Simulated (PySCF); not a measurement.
CH$_{3}$F$_{2}$OSb (SMILES C[O][Sb]([F])[F]), singlet, geometry from GFN2-xTB (all electrons, no relativity), with bond 3-1 at 2.4 times its length; CASSCF(4,3)/STO-3G run with PySCF.

Here is a job for PySCF.
```python
from pyscf import gto, scf, mcscf
import numpy

mol = gto.Mole()
mol.atom = '''
    Sb   -0.45173786    0.27040372    0.33869903
    F    -0.94102789   -0.72640491   -1.31694203
    F     2.22306768    2.97096904   -2.56709454
    O     1.00302643   -0.91159748    0.73231871
    C     1.86967006   -1.35061002   -0.29784282
    H     2.59844164   -2.00208702    0.18241721
    H     1.32279660   -1.90669084   -1.05989366
    H     2.37953155   -0.50848100   -0.76675423
'''
mol.basis = 'sto-3g'
mol.verbose = 4
mol.build()

mf = scf.RHF(mol)
mf.kernel()
mc = mcscf.CASSCF(mf, 3, 4)
mc.fix_spin_(ss=0.0)
mc.kernel()
occ = numpy.linalg.eigvalsh(mc.fcisolver.make_rdm1(mc.ci, mc.ncas, mc.nelecas))[::-1]
ss = mc.fcisolver.spin_square(mc.ci, mc.ncas, mc.nelecas)[0]
print('natural occupations', occ.round(4), ' <S^2>', round(ss, 4))
```

Problem. What does PySCF print? Leave out banner, timings and long lists.

Solution. 
```
PySCF version 2.14.0

[INPUT] verbose = 4
[INPUT] num. atoms = 8
[INPUT] num. electrons = 86
[INPUT] charge = 0
[INPUT] spin (= nelec alpha-beta = 2S) = 0
[INPUT] symmetry False subgroup None
[INPUT] Mole.unit = angstrom
[INPUT] Symbol           X                Y                Z      unit          X                Y                Z       unit  Magmom
[...]
nuclear repulsion = 451.050783782484
number of shells = 26
number of NR pGTOs = 150
number of NR cGTOs = 50
basis = sto-3g
ecp = {}

******** <class 'pyscf.scf.hf.RHF'> ********
method = RHF
initial guess = minao
damping factor = 0
level_shift factor = 0
DIIS = <class 'pyscf.scf.diis.CDIIS'>
diis_start_cycle = 1
diis_space = 8
diis_damp = 0
SCF conv_tol = 1e-09
SCF conv_tol_grad = None
SCF max_cycles = 50
direct_scf = True
direct_scf_tol = 1e-13
Set gradient conv threshold to 3.16228e-05
Initial guess from minao.
init E= -6541.26752396215
[...]
cycle= 1 E= -6559.80230899797  delta_E= -18.5  |g|= 0.425  |ddm|= 3.45
[...]
cycle= 2 E= -6546.79495213857  delta_E=   13  |g|= 0.837  |ddm|= 6.89
[...]
cycle= 3 E= -6559.86864029385  delta_E= -13.1  |g|= 0.242  |ddm|= 6.92

WARN: HOMO 0.0459699838582788 == LUMO 0.0460423124817914

cycle= 4 E= -6559.66141587069  delta_E= 0.207  |g|= 0.216  |ddm|= 3.26
[...]
cycle= 5 E= -6559.66686879577  delta_E= -0.00545  |g|= 0.193  |ddm|= 0.0956
[...]
cycle= 6 E= -6559.67503879005  delta_E= -0.00817  |g|= 0.152  |ddm|= 0.118
[...]
cycle= 7 E= -6559.87417704824  delta_E= -0.199  |g|= 0.182  |ddm|= 3.25
[...]
cycle= 8 E= -6559.8802306289  delta_E= -0.00605  |g|= 0.158  |ddm|= 0.0811
[...]
cycle= 9 E= -6559.88904873963  delta_E= -0.00882  |g|= 0.111  |ddm|= 0.156
[...]
cycle= 10 E= -6559.66701287728  delta_E= 0.222  |g|= 0.185  |ddm|= 3.25
[...]
cycle= 11 E= -6559.66631611001  delta_E= 0.000697  |g|= 0.187  |ddm|= 0.0125
[...]
cycle= 12 E= -6559.66462667713  delta_E= 0.00169  |g|= 0.194  |ddm|= 0.0205
[...]
cycle= 13 E= -6559.66860733384  delta_E= -0.00398  |g|= 0.177  |ddm|= 0.0561
[...]
cycle= 14 E= -6559.66945856206  delta_E= -0.000851  |g|= 0.173  |ddm|= 0.057
[...]
cycle= 15 E= -6559.67035828553  delta_E= -0.0009  |g|= 0.169  |ddm|= 0.131
[...]
cycle= 16 E= -6559.67034973926  delta_E= 8.55e-06  |g|= 0.169  |ddm|= 0.194
[...]
cycle= 17 E= -6559.87876020777  delta_E= -0.208  |g|= 0.166  |ddm|= 3.26
[...]
cycle= 18 E= -6559.87110562965  delta_E= 0.00765  |g|= 0.195  |ddm|= 0.105
[...]
cycle= 19 E= -6559.88989823723  delta_E= -0.0188  |g|= 0.108  |ddm|= 0.31
[...]
cycle= 20 E= -6559.67209569296  delta_E= 0.218  |g|= 0.174  |ddm|= 3.25
[...]
cycle= 21 E= -6559.67100314953  delta_E= 0.00109  |g|= 0.174  |ddm|= 0.034
[...]
cycle= 22 E= -6559.66998919975  delta_E= 0.00101  |g|= 0.176  |ddm|= 0.189
[...]
cycle= 23 E= -6559.66425622299  delta_E= 0.00573  |g|=  0.2  |ddm|= 0.0798
[...]
cycle= 24 E= -6559.67155505036  delta_E= -0.0073  |g|= 0.174  |ddm|= 0.462
[...]
cycle= 25 E= -6559.6700070565  delta_E= 0.00155  |g|= 0.177  |ddm|= 0.275
[...]
cycle= 26 E= -6559.67270371387  delta_E= -0.0027  |g|= 0.164  |ddm|= 0.207
[...]
cycle= 27 E= -6559.87996937316  delta_E= -0.207  |g|= 0.161  |ddm|= 3.25
[...]
cycle= 28 E= -6559.87139975799  delta_E= 0.00857  |g|= 0.194  |ddm|= 0.128
[...]
cycle= 29 E= -6559.8898941966  delta_E= -0.0185  |g|= 0.109  |ddm|= 0.318
[...]
cycle= 30 E= -6559.66941812315  delta_E= 0.22  |g|= 0.186  |ddm|= 3.25
[...]
cycle= 31 E= -6559.67138473011  delta_E= -0.00197  |g|= 0.19  |ddm|= 0.147
[...]
cycle= 32 E= -6559.67073952268  delta_E= 0.000645  |g|= 0.198  |ddm|= 0.242
[...]
cycle= 33 E= -6559.67180213684  delta_E= -0.00106  |g|= 0.187  |ddm|= 1.02
[...]
cycle= 34 E= -6559.66994475983  delta_E= 0.00186  |g|= 0.186  |ddm|= 0.174
[...]
cycle= 35 E= -6559.66435390444  delta_E= 0.00559  |g|= 0.207  |ddm|= 0.841
[...]
cycle= 36 E= -6559.90289858243  delta_E= -0.239  |g|= 0.12  |ddm|= 3.22
[...]
cycle= 37 E= -6559.73055545551  delta_E= 0.172  |g|= 0.295  |ddm|=  3.1
[...]
[...]
SCF not converged.
CASCI E = -6559.69154651318  S^2 = 0.0000000
[...]
macro iter  32 ( 21 JK    4 micro), CASSCF E = -6560.34828709992  dE = -1.52451139e-06  S^2 = 0.0000000
               |grad[o]|=0.0124  |grad[c]|=0.00051  |ddm|=3.3e-06  |maxRot[o]|=0.00924
macro iter  33 ( 21 JK    4 micro), CASSCF E = -6560.34826391608  dE =  2.31838403e-05  S^2 = 0.0000000
               |grad[o]|=0.0121  |grad[c]|=0.0115  |ddm|=5.23e-05  |maxRot[o]|=0.132
macro iter  34 ( 21 JK    4 micro), CASSCF E = -6560.34827098495  dE = -7.06887386e-06  S^2 = 0.0000000
               |grad[o]|=0.0271  |grad[c]|=0.002  |ddm|=4.41e-05  |maxRot[o]|=0.00738
macro iter  35 (  7 JK    2 micro), CASSCF E = -6560.34828100359  dE = -1.00186444e-05  S^2 = 0.0000000
               |grad[o]|=0.022  |grad[c]|=0.0187  |ddm|=0.000175  |maxRot[o]|=0.0247
macro iter  36 (  7 JK    2 micro), CASSCF E = -6560.34829360840  dE = -1.26048017e-05  S^2 = 0.0000000
               |grad[o]|=0.0146  |grad[c]|=0.0481  |ddm|=0.000278  |maxRot[o]|=0.0416
macro iter  37 (  7 JK    2 micro), CASSCF E = -6560.34830595949  dE = -1.23510981e-05  S^2 = 0.0000000
               |grad[o]|=0.0114  |grad[c]|=0.0747  |ddm|=0.000287  |maxRot[o]|=0.0539
macro iter  38 (  7 JK    2 micro), CASSCF E = -6560.34831692190  dE = -1.09624034e-05  S^2 = 0.0000000
               |grad[o]|=0.0146  |grad[c]|=0.0833  |ddm|=0.000234  |maxRot[o]|=0.0613
macro iter  39 (  7 JK    2 micro), CASSCF E = -6560.34832585061  dE = -8.92871230e-06  S^2 = 0.0000000
               |grad[o]|=0.0181  |grad[c]|=0.0713  |ddm|=0.000183  |maxRot[o]|=0.0654
macro iter  40 (  7 JK    2 micro), CASSCF E = -6560.34833265852  dE = -6.80790617e-06  S^2 = 0.0000000
               |grad[o]|=0.0186  |grad[c]|=0.0448  |ddm|=0.000288  |maxRot[o]|=0.0675
macro iter  41 (  7 JK    2 micro), CASSCF E = -6560.34833762247  dE = -4.96394932e-06  S^2 = 0.0000000
               |grad[o]|=0.0192  |grad[c]|=0.0165  |ddm|=0.000534  |maxRot[o]|=0.0686
macro iter  42 ( 16 JK    4 micro), CASSCF E = -6560.34826555159  dE =  7.20708731e-05  S^2 = 0.0000000
               |grad[o]|=0.0288  |grad[c]|=0.011  |ddm|=0.000991  |maxRot[o]|=0.0988
macro iter  43 ( 21 JK    4 micro), CASSCF E = -6560.34828011679  dE = -1.45651957e-05  S^2 = 0.0000000
               |grad[o]|=0.0591  |grad[c]|=0.00825  |ddm|=3.02e-05  |maxRot[o]|=0.0101
macro iter  44 ( 17 JK    4 micro), CASSCF E = -6560.34830975569  dE = -2.96388998e-05  S^2 = 0.0000000
               |grad[o]|=0.0415  |grad[c]|=0.0198  |ddm|=0.000243  |maxRot[o]|=0.0382
macro iter  45 (  7 JK    2 micro), CASSCF E = -6560.34833114666  dE = -2.13909680e-05  S^2 = 0.0000000
               |grad[o]|=0.0206  |grad[c]|=0.0188  |ddm|=0.000121  |maxRot[o]|=0.0517
macro iter  46 (  7 JK    2 micro), CASSCF E = -6560.34834068341  dE = -9.53675226e-06  S^2 = 0.0000000
               |grad[o]|=0.0184  |grad[c]|=0.00856  |ddm|=0.000522  |maxRot[o]|=0.0539
macro iter  47 ( 12 JK    3 micro), CASSCF E = -6560.34824962732  dE =  9.10560848e-05  S^2 = 0.0000000
               |grad[o]|=0.0214  |grad[c]|=0.00111  |ddm|=0.000298  |maxRot[o]|=0.058
macro iter  48 ( 21 JK    4 micro), CASSCF E = -6560.34829854261  dE = -4.89152908e-05  S^2 = 0.0000000
               |grad[o]|=0.288  |grad[c]|=0.000903  |ddm|=0.000111  |maxRot[o]|=0.0286
macro iter  49 ( 15 JK    4 micro), CASSCF E = -6560.34820616159  dE =  9.23810248e-05  S^2 = 0.0000000
               |grad[o]|=0.186  |grad[c]|=0.0199  |ddm|=0.00012  |maxRot[o]|=0.0663
macro iter  50 ( 21 JK    4 micro), CASSCF E = -6560.34829314111  dE = -8.69795240e-05  S^2 = 0.0000000
               |grad[o]|=0.381  |grad[c]|=0.00375  |ddm|=9.71e-05  |maxRot[o]|=0.0276
1-step CASSCF not converged,  50 macro (839 JK 175 micro) steps
CASSCF canonicalization
Density matrix diagonal elements [1.99812339 1.0017334  1.00014321]
CASSCF energy = -6560.34829314111
CASCI E = -6560.34829314111  E(CI) = -143.266563546215  S^2 = 0.0000000
natural occupations [2.     1.0001 0.9999]  <S^2> 0.0
```

The run did not converge; its last values are not results.
